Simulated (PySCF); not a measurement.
Species: C5H7NO.
Structure used (GFN2-xTB), in Å, numbered top down from 1:
```
atom  x, y, z in Å
C1     2.6069   -0.2369    0.0693
O2     1.6695   -0.9859    0.8229
C3     0.3988   -0.6052    0.7030
N4     0.0346    0.3533   -0.0268
C5    -1.3154    0.7504   -0.1383
C6    -2.4724   -0.1921    0.0751
C7    -2.2835    0.6843    1.0138
H8     3.5857   -0.6496    0.3032
H9     2.3958   -0.3275   -0.9983
H10    2.5569    0.8189    0.3436
H11   -0.2494   -1.2388    1.3233
H12   -1.4011    1.5518   -0.8660
H13   -2.9950   -1.0259   -0.3248
H14   -2.5320    1.1027    1.9579
```

PySCF, density fitting, gas phase, GFN2-xTB geometry. The standard run uses grid level 2 after a coarse-grid start, the def2-universal JK fitting basis (with tight functions added where the orbital basis needs them), an energy threshold of 1e-9 Eh and DIIS. The changed runs have no coarse-grid stage.

Task: Standard PBE0/pcSseg-1: E = -324.184327 Eh, HOMO -6.809 eV, LUMO -0.088 eV, dipole 0.789 D, 14 cycles (coarse-grid cycles included). What changes at PBE0/pcSseg-1 with: level shift 0.1 Eh?

Result: E = -324.184327 Eh (0.000 mEh), HOMO -6.809 eV (0.000), LUMO -0.088 eV (0.000), dipole 0.790 D (+0.001), 10 SCF cycles. The result matches the standard run within 0.02 mEh and 0.003 eV; such settings steer the iterations and don't enter the energy expression.

The cycles:
```
cycle   1  E = -324.1147767880  dE =  1.238e+00  |g| = 5.757e-01  |ddm| = 3.305e+00
cycle   2  E = -324.1051605571  dE =  9.616e-03  |g| = 6.665e-01  |ddm| = 7.841e-01
cycle   3  E = -324.1834262096  dE = -7.827e-02  |g| = 6.105e-02  |ddm| = 3.331e-01
cycle   4  E = -324.1842508313  dE = -8.246e-04  |g| = 1.753e-02  |ddm| = 7.037e-02
cycle   5  E = -324.1843221348  dE = -7.130e-05  |g| = 4.596e-03  |ddm| = 2.138e-02
cycle   6  E = -324.1843262244  dE = -4.090e-06  |g| = 2.215e-03  |ddm| = 5.089e-03
cycle   7  E = -324.1843271033  dE = -8.790e-07  |g| = 6.203e-04  |ddm| = 1.585e-03
cycle   8  E = -324.1843271790  dE = -7.572e-08  |g| = 1.908e-04  |ddm| = 4.921e-04
cycle   9  E = -324.1843271869  dE = -7.882e-09  |g| = 4.297e-05  |ddm| = 1.894e-04
cycle  10  E = -324.1843271874  dE = -4.723e-10  |g| = 1.897e-05  |ddm| = 6.011e-05
```
